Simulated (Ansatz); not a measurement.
`NC[SiH2][AlH2]` + H₂O → `O[SiH2][AlH2]` + CH₃NH₂  (formal hydrolysis of the Si–C bond)

Isolated molecules relaxed with PBE0-D4/def2-TZVP in Ansatz; ΔE leaves out vibrations. CBS: MP2 limit from def2 TZ/QZ plus the TZ coupled-cluster correction, frozen cores. This one scheme is used for every species. DFT in def2-TZVPP. Each species was taken in one conformer, which may not be the lowest.

`NC[SiH2][AlH2]`:

Z-matrix (Å, degrees):
```
C
Si 1 1.893
N 1 1.456 2 111.4
H 1 1.103 2 108.4 3 127.3
H 1 1.096 2 107.1 3 -118.9
Al 2 2.458 1 113.5 3 -178.4
H 2 1.498 1 107.8 3 -57.3
H 2 1.493 1 109.6 3 57.5
H 3 1.013 1 111.3 2 177.1
H 3 1.012 1 111.0 2 57.8
H 6 1.592 2 121.3 1 0.4
H 6 1.590 2 120.5 1 -179.7
```

H₂O:

Cartesian coordinates in Å:
```
O -0.361 -0.055 -0.133
H 0.439 -0.506 -0.412
H -0.077 0.561 0.545
```

`O[SiH2][AlH2]`:

Cartesian coordinates in Å:
```
O -0.332 -1.661 0.767
Si -0.675 -0.325 -0.157
Al 1.233 1.224 -0.067
H -1.004 -2.343 0.813
H -0.978 -0.730 -1.568
H -1.931 0.336 0.322
H 1.148 2.580 -0.894
H 2.539 0.920 0.784
```

CH₃NH₂:

Cartesian coordinates in Å:
```
C -0.390 0.412 0.029
N 0.604 -0.617 0.280
H -0.625 0.593 -1.030
H -0.051 1.356 0.461
H -1.321 0.147 0.536
H 1.479 -0.385 -0.172
H 0.304 -1.504 -0.104
```

| species | r2SCAN energy (Eh) |
| --- | --- |
| `NC[SiH2][AlH2]` | -629.49708 |
| H₂O | -76.42320 |
| `O[SiH2][AlH2]` | -610.11976 |
| CH₃NH₂ | -95.83545 |

Problem. Work out ΔE.

Solution. ΔE = (-610.11976) + (-95.83545) − (-629.49708) − (-76.42320) = -0.03493 Eh = -21.9 kcal/mol. CCSD(T)/CBS gives -21.0 kcal/mol.

Largest T1 diagnostic among the species: 0.012.

From PBE to PBE0 (25 % exact exchange), in def2-TZVPP and without D4, ΔE moves by −0.8 kcal/mol. The D4 term adds +1.7 kcal/mol with B3LYP and +0.9 kcal/mol with PBE0; it sums over pairs of atoms, weighted by their polarisabilities, and B3LYP, whose exchange is more repulsive, gets the larger term.

B3LYP here is the variant with VWN-RPA as its local correlation; programs differ in this.
